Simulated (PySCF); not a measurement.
Ligand exchange on a metal centre used in film growth or etching (W Cl-F). Gas-phase values, no solvent.

Calculation: PySCF with TPSSh-D3(BJ)/def2-TZVP // r2SCAN-D4/def2-SVP. 

| species | coordination number | HOMO–LUMO gap (eV) |
|---|---|---|
| 0 of 6 Cl replaced by F | [?] | 2.91 |
| 1 of 6 Cl replaced by F | [?] | 2.85 |
| 3 of 6 Cl replaced by F | 6 | 3.78 |
| 4 of 6 Cl replaced by F ([W(Cl)2(F)4]) | 6 | [?] |
| 5 of 6 Cl replaced by F | 6 | 4.57 |
| 6 of 6 Cl replaced by F | 6 | 6.58 |

Q: Fill in the missing entries.

A: 
- 0 of 6 Cl replaced by F, coordination number: 6
- 1 of 6 Cl replaced by F, coordination number: 6
- 4 of 6 Cl replaced by F ([W(Cl)2(F)4]), HOMO–LUMO gap (eV): 3.81
